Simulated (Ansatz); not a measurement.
Reaction (formal loss of a carbene): `C[C@@H]1C[Si@@H]1F` → `F[SiH]1CC1` + `[CH2]` (triplet)

Computed with Ansatz on PBE0-D4/def2-TZVP structures; ΔE is electronic, products minus reactants. CCSD(T)/CBS is the MP2 limit (def2-TZVPP, def2-QZVPP) plus CCSD(T) − MP2 in def2-TZVPP, frozen cores. This one scheme is used for every species. Functionals use def2-TZVPP. B3LYP here is the variant with VWN-RPA as its local correlation; programs differ in this. Triplets are unrestricted, without spin–orbit coupling.

Problem. Is it downhill or uphill in electronic energy at CCSD(T)/CBS, and by how much? (Estimate.)

Solution. Ansatz gave: Uphill: ΔE = +104.0 kcal/mol.

Problem. What do these levels give: B3LYP-D4, r2SCANh, LC-ωPBE, HF/def2-SVP, MP2/def2-TZVPP, MP2/def2-QZVPP? (Best estimate.)

Solution. Ansatz gave: B3LYP-D4 102.2, r2SCANh 97.5, LC-ωPBE 100.8, HF/def2-SVP 70.6, MP2/def2-TZVPP 104.6, MP2/def2-QZVPP 106.2 kcal/mol.

Largest T1 diagnostic among the species: 0.011.

From r2SCAN to r2SCAN0 (25 % exact exchange), in def2-TZVPP and without D4, ΔE moves by −1.0 kcal/mol. Leaving LDA and LC-ωPBE aside and taking each functional with its dispersion term where it has one, the values, not all of them listed here, spread over 8.9 kcal/mol, from r2SCAN0-D4 to ωB97X-V. LDA lies +17.8 kcal/mol from PBE without D4. The D4 term adds +2.8 kcal/mol with B3LYP and +1.5 kcal/mol with PBE0; it sums over pairs of atoms, weighted by their polarisabilities, and B3LYP, whose exchange is more repulsive, gets the larger term.
